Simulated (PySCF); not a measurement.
A side-by-side comparison of computed properties.

First species: C5H7F2Si2 (charge +1).
InChI=1S/C5H7F2Si2/c6-5(7)4-2-1-3-8-9-4/h1-3,5,9H,8H2/q+1

Second species: C6H7Cl.
InChI=1S/C6H7Cl/c7-6-4-2-1-3-5-6/h1-2,5H,3-4H2

Levels: PBE0/def2-SVPD for HOMO energy, LUMO energy, HOMO–LUMO gap, static isotropic polarisability and electronic spatial extent ⟨r²⟩ about the centre of nuclear charge; TDDFT PBE0/def2-SVPD for lowest singlet excitation; TDA PBE0/def2-SVPD for lowest triplet excitation (Tamm–Dancoff); GFN2-xTB for rotational constant A and rotational constant C. Geometries: GFN2-xTB. Each structure is a single optimised conformer of the isolated species, non-relativistic unless stated. Electronic properties by PySCF.

The conformers computed, where there is a choice (atom-mapped SMILES and torsion angles):
- `[F:1][CH:2]([F:3])[C:4]1=[CH:5][CH:6]=[CH:7][SiH2:8][SiH+:9]1`: F1–C2–C4–C5 125°

Values for the first species:

* HOMO energy: -12.23 eV
* LUMO energy: -8.63 eV
* HOMO–LUMO gap: 3.60 eV
* Lowest singlet excitation: 2.74 eV
* Lowest triplet excitation (Tamm–Dancoff): 1.79 eV
* Static isotropic polarisability: 109.3 au
* Electronic spatial extent ⟨r²⟩ about the centre of nuclear charge: 1745 bohr²
* Rotational constant A: 2.137 GHz
* Rotational constant C: 0.625 GHz

**Question.** Estimate the same properties for the second species, and the change in each.

**Answer.** 
```csv
property,first,second,second less first
HOMO energy,-12.23 eV,-6.91 eV,+5.32 eV
LUMO energy,-8.63 eV,-0.04 eV,+8.59 eV
HOMO–LUMO gap,3.60 eV,6.87 eV,+3.27 eV
lowest singlet excitation,2.74 eV,5.79 eV,+3.05 eV
lowest triplet excitation (Tamm–Dancoff),1.79 eV,4.15 eV,+2.36 eV
static isotropic polarisability,109.3 au,80.9 au,-28.4 au
electronic spatial extent ⟨r²⟩ about the centre of nuclear charge,1745 bohr²,959 bohr²,-786 bohr²
rotational constant A,2.137 GHz,4.999 GHz,+2.862 GHz
rotational constant C,0.625 GHz,1.179 GHz,+0.554 GHz
```

On the first: The principal polarisabilities are 71.4, 119.5 and 137.0 au; their mean is the isotropic value. The polarisability is 16.20 Å³ as a volume (1 au = 0.148185 Å³), or 1.33 au for each of the 82 electrons.

On the second: In wavenumbers S1 is 46700 cm⁻¹ (1 eV = 8065.54 cm⁻¹). The polarisability is 11.99 Å³ as a volume (1 au = 0.148185 Å³), or 1.35 au for each of the 60 electrons.
